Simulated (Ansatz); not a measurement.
Geometry optimisation, RKS PBE0-D4/def2-SVP (Ansatz).

Input:

```yaml
crystal:
  periodic: [false, false, false]
  atoms:
    - { symbol: Sn, position_ang: [0.0, 0.0, 0.0] }
    - { symbol: O, position_ang: [0.0, 0.0, 1.96] }
    - { symbol: H, position_ang: [-0.9095, -0.2814, 2.2971] }
    - { symbol: H, position_ang: [1.6408, 0.0, -0.5794] }
    - { symbol: H, position_ang: [-0.8195, 1.4198, -0.5794] }
    - { symbol: Cl, position_ang: [-1.1351, -1.9666, -0.8025] }
basis:
  gaussian: { orbitals: def2-SVP }
hamiltonian:
  xc: pbe0
  dispersion: d4
relax:
  f_tol: 0.02
  max_steps: 40
output:
  orbitals: {}
```

Command:

```bash
$ ansatz run input.yaml --threads 2 --pin off --max-ram 3072MiB --backend cpu --events-out ev --progress --plain --runs-dir out
```

Q: Where does it end, and by what steps?

A: It converged. The force dipped under the threshold on the way, but the program's further checks kept it going. After 6 steps the energy has fallen by 0.130 eV; H5 moved furthest, 0.11 Å.

| step | energy less start (eV) | largest force component (eV/Å) | accepted |
| --- | --- | --- | --- |
| 0 | 0.0000 | 1.870 | yes |
| 1 | -0.0752 | 0.553 | yes |
| 2 | -0.1286 | 0.138 | yes |
| 3 | -0.1297 | 0.030 | yes |
| 4 | -0.1300 | 0.010 | yes |
| 5 | -0.1301 | 0.030 | yes |
| 6 | -0.1302 | 0.002 | yes |

```xyz
6
Properties=species:S:1:pos:R:3
Sn 0.004 0.029 -0.041
O 0.018 -0.075 1.932
H -0.861 -0.198 2.309
H 1.641 -0.058 -0.488
H -0.917 1.363 -0.581
Cl -1.108 -1.890 -0.835
```

Whether the end is a true minimum wasn't checked by a vibrational analysis.

The run took 7.1 s on 2 threads of Intel(R) Xeon(R) 6975P-C (Granite Rapids), with other jobs on the host, peak memory 0.17 GiB.
